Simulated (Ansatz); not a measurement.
`P[SiH]1CN1` + H₂ → PH₃ + `C1N[SiH2]1` at 298.15 K and 1 bar (hydrogenolysis of a P–Si bond).

Calculated with Ansatz (gas phase, PBE0-D4/def2-TZVP geometries, no zero-point term in ΔE). CCSD(T)/CBS adds triple-zeta CCSD(T) − MP2 to the extrapolated MP2 energy (def2 sets, frozen cores). This one scheme is used for every species. Each species was taken in one conformer, which may not be the lowest.

| species | CCSD(T)/CBS energy (Eh) | H − E (kJ/mol) | S (J/(mol·K)) |
| --- | --- | --- | --- |
| `P[SiH]1CN1` | -726.34548 | 199.3 | 323.4 |
| H₂ | -1.17544 | 35.1 | 130.4 |
| PH₃ | -342.72256 | 73.1 | 210.2 |
| `C1N[SiH2]1` | -384.79623 | 167.2 | 268.2 |

H − E and S are ideal-gas, rigid-rotor, harmonic terms from PBE0-D4/def2-TZVP, for one conformer and one mirror image of each species. The MP2-based limit puts H₂ 0.8 mEh under its directly extrapolated value; such offsets cancel only in part. 1 Eh = 2625.50 kJ/mol, R = 8.31446 J/(mol·K).

**Question.** By hand: ΔE, ΔH, ΔS and ΔG.

**Answer.** ΔE = (-342.72256) + (-384.79623) − (-726.34548) − (-1.17544) = 0.00213 Eh = 5.6 kJ/mol. Δ(H − E) = 73.1 + 167.2 − 199.3 − 35.1 = 5.9, so ΔH = 11.5 kJ/mol. ΔS = 210.2 + 268.2 − 323.4 − 130.4 = 24.6 J/(mol·K). ΔG = 11.5 − 298.15 × (24.6)/1000 = 4.2 kJ/mol.

**Question.** By hand: the equilibrium constant, and the temperature at which ΔG would vanish if ΔH and ΔS stayed fixed.

**Answer.** log₁₀ K = −ΔG/(RT ln 10) = -0.7. ΔG = 0 at ΔH/ΔS = 467 K.

TΔS isn't small against ΔH here. The sign of ΔG lies within the doubt. A doubt of 5 kJ/mol in ΔE shifts log₁₀ K by 0.9 here. Other conformers and mirror images would add mixing entropy, several J/(mol·K) or more a flexible species. These are equilibria of isolated gas molecules and say nothing of rates. Largest T1 diagnostic: 0.014 (customary marks: 0.02 for closed shells, 0.045 for open ones).
